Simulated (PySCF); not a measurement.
Gas-phase reaction: SnH2Cl2 + SnCl2 = SnCl4 + SnH2

Energies from PySCF, thermal terms from the rigid-rotor harmonic-oscillator model, ideal gas at 1 bar. † marks an energy on the PBE0/def2-TZVP geometry and frequencies; other levels use their own. All species are closed-shell singlets. B3LYP is the form with VWN-RPA correlation. Sn: scalar-relativistic def2 core potential, no spin-orbit coupling. SnH2Cl2, SnH2: computed as isolated molecules; such fragments, hydroxides, amides, oligomers or adducts are transient or little studied in the gas. The harmonic model lacks anharmonicity and excited electronic states, which grow with temperature; levels with a mode under 35 cm⁻¹ are left out. Soft modes under 120 cm⁻¹ make the harmonic entropy rough for SnH2Cl2, SnCl2, SnCl4.

```json
[
 {"level": "B3LYP/def2-TZVP†", "ΔE electronic, kJ": "153", "ΔH°(298 K), kJ": "147", "ΔS°(298 K), J/K": "-23", "ΔG°(1000 K), kJ": "168"},
 {"level": "HF/def2-TZVP†", "ΔE electronic, kJ": "134", "ΔH°(298 K), kJ": "128", "ΔS°(298 K), J/K": "-23", "ΔG°(1000 K), kJ": "149"},
 {"level": "M06-2X/def2-TZVP†", "ΔE electronic, kJ": "139", "ΔH°(298 K), kJ": "134", "ΔS°(298 K), J/K": "-23", "ΔG°(1000 K), kJ": "154"},
 {"level": "PBE/def2-TZVP†", "ΔE electronic, kJ": "152", "ΔH°(298 K), kJ": "147", "ΔS°(298 K), J/K": "-23", "ΔG°(1000 K), kJ": "168"},
 {"level": "PBE0/def2-SVP†", "ΔE electronic, kJ": "145", "ΔH°(298 K), kJ": "140", "ΔS°(298 K), J/K": "-23", "ΔG°(1000 K), kJ": "160"},
 {"level": "PBE0/def2-TZVP", "ΔE electronic, kJ": "146", "ΔH°(298 K), kJ": "141", "ΔS°(298 K), J/K": "-23", "ΔG°(1000 K), kJ": "162"},
 {"level": "r2SCAN/def2-TZVP†", "ΔE electronic, kJ": "149", "ΔH°(298 K), kJ": "143", "ΔS°(298 K), J/K": "-23", "ΔG°(1000 K), kJ": "164"}
]
```
ΔH° is lowest at HF/def2-TZVP† and highest at B3LYP/def2-TZVP†. No reference value is set beside these.
